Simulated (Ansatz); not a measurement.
[VF6]2- (VF₆²⁻). Total charge -2; doublet. Geometry r2SCAN-D4/def2-SVPD; atoms count from 1.

```xyz
7

V     0.000    0.000    0.000
F    -0.482    1.811    0.208
F     0.481   -1.811   -0.208
F    -0.689   -0.377    1.684
F     0.689    0.377   -1.684
F     1.676    0.363    0.713
F    -1.676   -0.363   -0.713
```

A multiply charged anion in the gas phase is held together partly by the finite basis. Removing one electron lowers the energy by 0.44 eV at PBE0-D4/def2-TZVPD, so it isn't bound. The highest occupied level of the charge -2 doublet lies above zero (up to 2.16 eV). By energy differences it is unbound by 0.44 eV (vertical, to the charge -1 singlet, at PBE0-D4/def2-TZVPD) and held by the finite basis. No other spin state of charge -2 was run.

Question: Estimate the Mulliken populations from the PBE0/def2-TZVPD orbitals of Ansatz.

Answer: 
```tsv
atom	charge (e)	spin (α − β)	d electrons
V1	1.82	1.04	2.78
F2	-0.65	0.00	–
F3	-0.65	0.00	–
F4	-0.63	-0.01	–
F5	-0.63	-0.01	–
F6	-0.63	-0.01	–
F7	-0.63	-0.01	–
```
Mulliken values and Mayer orders depend strongly on the basis. With diffuse functions, as here, like atoms can get unlike values, and bond orders can come out too low or too high.

Question: Where does the spin sit?

Answer: Summed by element: V 1.04, F -0.04, of 1 unpaired in all. Largest on single atoms: V1 1.04, F6 -0.01, F7 -0.01.

Question: And the Mayer bond orders between bonded heavy atoms (over 0.3)?

Answer: V1–F2 0.56 (1.89 Å); V1–F3 0.56 (1.89 Å); V1–F4 0.60 (1.86 Å); V1–F5 0.60 (1.86 Å); V1–F6 0.60 (1.86 Å); V1–F7 0.60 (1.86 Å).
